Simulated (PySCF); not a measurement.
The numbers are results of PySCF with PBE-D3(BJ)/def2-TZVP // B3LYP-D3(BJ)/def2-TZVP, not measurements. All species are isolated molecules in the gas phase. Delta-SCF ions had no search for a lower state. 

Reference species (SMILES): `C=C=[SiH2]` (neutral, multiplicity 1).

```yaml
vertical ionisation energy (Delta-SCF): 8.33 eV
HOMO–LUMO gap: 3.43 eV
```

Changed species: `C([SiH3])#C`.

Task: Give the shifts of the vertical ionisation energy (Delta-SCF) and HOMO–LUMO gap.

Result: the vertical ionisation energy (Delta-SCF) goes up by 2.11 eV, to 10.44 eV; the HOMO–LUMO gap rises by 2.64 eV, to 6.07 eV.
